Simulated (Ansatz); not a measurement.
## What each rung costs, and what it gives

Saddle point of GeH6SeS, singlet (GeH₄S ([SH][GeH3]) + H₂Se → GeH₄Se ([GeH3][SeH]) + H₂S; bonds formed: Ge1–Se7, S2–H6; bonds broken: Ge1–S2, H6–Se7), PBE0-D4/def2-TZVP structure:

```json
{"atom": "Ge1", "x (Å)": "-0.8974", "y (Å)": "-0.0826", "z (Å)": "-0.6590"}
{"atom": "S2", "x (Å)": "1.0965", "y (Å)": "1.4775", "z (Å)": "-0.2820"}
{"atom": "H3", "x (Å)": "-1.0478", "y (Å)": "-1.6143", "z (Å)": "-0.7185"}
{"atom": "H4", "x (Å)": "-2.0925", "y (Å)": "0.7084", "z (Å)": "-0.1221"}
{"atom": "H5", "x (Å)": "-0.7059", "y (Å)": "0.3059", "z (Å)": "-2.1528"}
{"atom": "H6", "x (Å)": "0.9028", "y (Å)": "0.7917", "z (Å)": "1.0517"}
{"atom": "Se7", "x (Å)": "-0.1029", "y (Å)": "-0.5520", "z (Å)": "1.9783"}
{"atom": "H8", "x (Å)": "1.9714", "y (Å)": "0.5396", "z (Å)": "-0.6809"}
{"atom": "H9", "x (Å)": "0.8756", "y (Å)": "-1.5741", "z (Å)": "1.5853"}
```

Barriers are electronic and count from the start structure reached by relaxing down the imaginary mode.

Program: Ansatz 0.2.0. Basis: as named in each row. Cores are frozen in the correlated methods. Filled d shells of the heavier atoms are correlated. The def2 sets are not built for correlating such inner shells, so the correlated values are less sure here. B3LYP uses VWN-RPA correlation. Extrapolation: Hartree–Fock as exp(−7.88 √X), correlation as X^−2.97.

Times are rough, for one single point on 8 threads of a shared host (Oxide Virtual Turin-like).

The estimate by CCSD(T) at an estimated basis limit (MP2 extrapolated from triple and quadruple zeta, plus CCSD(T) − MP2 in triple zeta) is 39.56 kcal/mol.

| method | basis | time (s) | barrier (kcal/mol) | method less estimate |
| --- | --- | --- | --- | --- |
| HF | STO-3G | under 1 | 59.22 | 19.66 |
| PBE-D4 | STO-3G | under 1 | 22.32 | -17.23 |
| SPW92 | def2-SVP | under 1 | 22.06 | -17.50 |
| PBE-D4 | def2-SVP | 1 | 26.55 | -13.01 |
| SPW92 | def2-TZVPP | 1 | 23.16 | -16.40 |
| B3LYP-D4 | 6-31G | 1 | 34.12 | -5.43 |
| PBE-D4 | def2-TZVPP | 1 | 27.26 | -12.29 |
| BLYP-D4 | def2-TZVPP | 2 | 30.18 | -9.38 |
| PBE0-D4 | def2-SVP | 2 | 32.62 | -6.94 |
| r2SCAN-D4 | def2-TZVPP | 2 | 31.62 | -7.93 |
| PBE0-D4 | def2-TZVPP | 2 | 33.03 | -6.52 |
| B3LYP-D4 | def2-TZVPP | 2 | 34.93 | -4.62 |
| BHLYP-D4 | def2-TZVPP | 2 | 41.39 | 1.83 |
| r2SCAN0-D4 | def2-TZVPP | 3 | 35.64 | -3.92 |
| CAM-B3LYP-D4 | def2-TZVPP | 3 | 40.13 | 0.58 |
| RPA on PBE | def2-TZVPP | 3 | 39.35 | -0.21 |
| B2PLYP | def2-TZVPP | 4 | 38.18 | -1.37 |
| B97M-V | def2-TZVPP | 4 | 37.29 | -2.27 |
| wB97M-V | def2-SVP | 4 | 38.62 | -0.93 |
| PBE-QIDH | def2-TZVPP | 4 | 37.92 | -1.64 |
| wB97X-V | def2-TZVPP | 4 | 41.28 | 1.72 |
| wB97M-V | def2-TZVPP | 5 | 39.40 | -0.16 |
| CCSD(T) | def2-SVP | 6 | 42.29 | 2.73 |
| MP2 | def2-QZVPP | 15 | 38.28 | -1.28 |
| CCSD(T) | def2-TZVPP | 63 | 40.47 | 0.92 |

All methods are single points on the PBE0-D4 structures.

No T1 diagnostic of these runs exceeds 0.013.

Labels in which every atom is bracketed show which atoms are joined, not bond orders.
